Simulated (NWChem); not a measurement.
Species: CH$_{6}$AlNO$_{2}$; SMILES [OH][Al]([OH])[NH]C

```xyz
11

Al     0.0096    -0.5266     0.0000
N      0.7219     1.1011     0.0000
C      0.0050     2.3734     0.0000
H      1.7269     1.2311     0.0000
H      0.2339     2.9806    -0.8887
H      0.2339     2.9806     0.8887
H     -1.0731     2.1869     0.0000
O     -1.6977    -0.6508     0.0000
H     -2.0997    -1.5278     0.0000
O      0.9320    -1.9727     0.0000
H      1.8958    -1.9648     0.0000
```
Atoms are numbered in this order, from 1.

Computed with NWChem. Pople sets run with spherical d functions. Coordinates come from a B3LYP/6-31G* (spherical d) optimisation. Ions are spin-unrestricted doublets at the neutral geometry. Hybrids' shares of exact exchange are those that their runs print; pure functionals count as 0. The functionals differ in more than this share.

```
row                   share of exact exchange  ΔSCF ionisation energy minus −ε(HOMO) (eV)
--------------------  -----------------------  ------------------------------------------
B3LYP/6-31+G*                            0.20                                        2.49
PBE0/6-31+G*                             0.25                                        2.22
M06-2X/6-31+G*                           0.54                                    withheld
Hartree-Fock/6-31+G*                     1.00                                       -2.21
```

Q: Fit a straight line of the last column on the one before it, predict the withheld value, and compare with the run.

A: 
1. Means of the 3 shown rows: x = 0.483, y = 0.833. Slope Σ(x − x̄)(y − ȳ)/Σ(x − x̄)² = -2.365/0.4017 = -5.889; intercept 3.680.
2. The shown rows scatter about the line by 0.010 (root mean square); the largest residual is +0.01, at PBE0/6-31+G*.
3. At x = 0.54 (M06-2X/6-31+G*; inside the shown range) the line gives 0.50.
4. The run gives 1.12, +0.62 from the line. The line crosses zero at a share of 0.62.
